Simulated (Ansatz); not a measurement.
`CC([SiH3])=S` + `CB(C)O` → `CB(C)O[SiH3]` + `CC=S`  (ligand exchange at the Si–C bond)

Isolated molecules relaxed with PBE0-D4/def2-TZVP in Ansatz; ΔE leaves out vibrations. CCSD(T)/CBS adds triple-zeta CCSD(T) − MP2 to the extrapolated MP2 energy (def2 sets, frozen cores). Functionals use def2-TZVPP. B3LYP here is the variant with VWN-RPA as its local correlation; programs differ in this. Each species was taken in one conformer, which may not be the lowest.

`CC([SiH3])=S`:

Cartesian coordinates in Å:
```
C 0.818 -1.171 0.384
C 0.032 -0.349 -0.577
Si -0.763 1.278 -0.018
S -0.211 -0.768 -2.121
H 0.196 -1.431 1.249
H 1.202 -2.080 -0.078
H 1.650 -0.580 0.786
H -2.236 1.142 -0.121
H -0.285 2.371 -0.898
H -0.401 1.588 1.394
```

`CB(C)O`:

Z-matrix (Å, degrees):
```
C
B 1 1.569
H 1 1.091 2 112.9
H 1 1.097 2 109.3 3 119.9
H 1 1.094 2 111.9 3 -123.4
C 2 1.576 1 122.0 3 167.9
O 2 1.364 1 116.9 3 -11.9
H 6 1.094 2 111.5 1 45.5
H 6 1.094 2 114.6 1 168.7
H 6 1.097 2 109.2 1 -70.9
H 7 0.961 2 112.9 1 -178.5
```

`CB(C)O[SiH3]`:

Z-matrix (Å, degrees):
```
C
B 1 1.576
H 1 1.095 2 113.5
H 1 1.092 2 113.1 3 -124.2
H 1 1.098 2 108.4 3 117.9
C 2 1.568 1 122.1 3 145.2
O 2 1.368 1 120.1 3 -35.4
H 6 1.091 2 113.4 1 167.4
H 6 1.094 2 111.7 1 43.5
H 6 1.098 2 108.8 1 -72.5
Si 7 1.649 2 132.7 1 1.4
H 11 1.486 7 110.7 2 -57.9
H 11 1.486 7 110.6 2 63.0
H 11 1.481 7 107.2 2 -177.5
```

`CC=S`:

Z-matrix (Å, degrees):
```
C
C 1 1.482
H 1 1.096 2 109.7
H 1 1.096 2 109.7 3 116.1
H 1 1.089 2 111.8 3 -122.0
S 2 1.608 1 126.2 3 122.0
H 2 1.094 1 114.7 3 -58.0
```

CCSD(T)/CBS gives -0.91 eV.

Problem. Another level gave -0.95 eV. Which?
A. B3LYP/def2-TZVPP
B. PBE/def2-TZVPP
C. r2SCAN-D4/def2-TZVPP
D. BHLYP/def2-TZVPP

Solution. A. B3LYP -0.95, PBE -0.76, BHLYP -1.05, r2SCAN-D4 -0.89 eV.

Largest T1 diagnostic among the species: 0.016.

From BLYP to BHLYP (50 % exact exchange), in def2-TZVPP and without D4, ΔE moves by −0.16 eV. Leaving LDA and LC-ωPBE aside and taking each functional with its dispersion term where it has one, the values, not all of them listed here, spread over 0.28 eV, from BHLYP-D4 to revPBE-D4.
